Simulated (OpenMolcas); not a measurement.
# 4d2 along the 38-electron sequence

```json
{"Program": "OpenMolcas 26.06", "Method": "SS-CASPT2, IPEA 0.25 Eh, imaginary shift 0.1 Eh", "Basis": "ANO-RCC-VTZP", "Scalar Hamiltonian": "DKH2, point nucleus", "Spin-orbit coupling": "state interaction with AMFI integrals over the reference wave functions, term energies averaged over their components"}
```

Active space for each ion: 2 electrons in 5 orbitals (4d); closed shells correlated by CASPT2: 4s 4p.

Computed levels in cm-1 above 3F2:

| Level | Zr2+ | Nb3+ | Mo4+ | Tc5+ | Ru6+ | Rh7+ |
| --- | --- | --- | --- | --- | --- | --- |
| 3F3 | 698 | 1092 | 1529 | 2090 | 2750 | 3540 |
| 3F4 | 1512 | 2350 | 3260 | 4400 | 5700 | 7260 |
| 1D2 | 5480 | 8040 | 10060 | 11730 | 13160 | 15100 |
| 3P0 | 8550 | 10180 | 11770 | 13180 | 14360 | 16020 |
| 3P1 | 8820 | 10620 | 12400 | 14070 | 15570 | 17630 |
| 3P2 | 9330 | 11540 | 13810 | 16120 | 18370 | 21360 |
| 1G4 | 11650 | 14270 | 16920 | 19320 | 21630 | 24570 |
| 1S0 | 24090 | 31730 | 38080 | 43370 | 48600 | 54100 |
| weight of 3F in the lowest level (%) | 99 | 98 | 98 | 98 | 97 | 96 |

Mixed levels, with the weight of the term that names them: Ru6+ 1D2 (74 %), Rh7+ 1D2 (69 %), Rh7+ 3P2 (72 %).

Measured, with the error of the calculation in %. Measured levels: Zr2+ from Moore, Atomic Energy Levels, vol. II, NSRDS-NBS 35 (1971 reprint of NBS Circular 467, 1952); NIST levels as listed in Rynkun, Gaigalas and Jonsson, Astron. Astrophys. 637, A10 (2020); Mo4+ from Sugar and Musgrove, J. Phys. Chem. Ref. Data 17, 155 (1988).

```csv
Level,Zr2+,Mo4+
3F3,681 (+2.6),1578 (-3.1)
3F4,1486 (+1.7),3357 (-2.9)
1D2,5742 (-4.5),10190 (-1.3)
3P0,8062 (+6.0),11161 (+5.4)
3P1,8326 (+6.0),11807 (+5.0)
3P2,8838 (+5.6),13408 (+3.0)
1G4,11049 (+5.4),16354 (+3.4)
1S0,23979 (+0.4),37738 (+0.9)
```

The fine-structure level 3F4 changes by a factor of 4.8 from Zr2+ to Rh7+. Its fourth root runs 6.24, 6.96, 7.56, 8.14, 8.69, 9.23, with steps per unit of Z of 0.73, 0.59, 0.59, 0.54, 0.54; equal steps would mean a (Z - σ)^4 law with constant σ.

1D2 changes by a factor of 2.76 over the same range, with steps per unit of Z of +2560, +2020, +1670, +1430, +1940 cm-1.

CASPT2 breaks the degeneracy within a term, and the mean is taken; among the terms shown or strongly mixed into the levels shown the widest spread is 640 cm-1 (4d2 3F, Rh7+). Terms from blocks run as CI alone lack orbitals of their own. Levels of configurations with an s electron are missing; early in the row they begin among the upper levels of the d shell and mix with terms of their name (holds for Zr2+). Computed and measured levels are paired by configuration, term and J; levels that our copy of the source lacks, or whose pairing is in doubt (as where it misses far off the trend of its configuration), stay unpaired and out of the deviations. Levels of configurations outside the active space are missing.
